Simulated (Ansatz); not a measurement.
Compare A (`F[Si]1([GeH3])CO1`) with its isomer B (`[OH][Ge]1([F])[CH2][SiH2]1`).

Program: Ansatz. Geometries: PBE0-D4/def2-TZVP. ΔE: electronic, gas phase. CCSD(T)/CBS adds triple-zeta CCSD(T) − MP2 to the extrapolated MP2 energy (def2 sets, frozen cores). DFT in def2-TZVPP. For Ge outer-core shells are correlated without core-valence functions, which leaves a few kJ/mol of doubt a bond. Scalar relativity is left out up to krypton. One conformer a species, not always the lowest.

(1) Which isomer does CCSD(T)/CBS put lower? Give the gap. (Best estimate.)

(2) Give E(B) − E(A) in kJ/mol with CCSD(T)/def2-TZVPP, r2SCAN-D4, PBE-D4, ωB97M-V, CCSD/def2-TZVPP, HF/def2-TZVPP, PBE0-D4. (An estimate is asked.)

Largest T1 diagnostic: 0.013.

## Answers

(1) The calculation gave: A, by 64.9 kJ/mol.

(2) The calculation gave: CCSD(T)/def2-TZVPP 63.8, r2SCAN-D4 68.9, PBE-D4 63.7, ωB97M-V 70.3, CCSD/def2-TZVPP 66.7, HF/def2-TZVPP 73.5, PBE0-D4 64.8. None reverses the order clearly.

In def2-TZVPP, CCSD(T) changes the Hartree–Fock value by −9.7 kJ/mol (the triples alone add −2.9 kJ/mol) and MP2 by −14.3 kJ/mol.
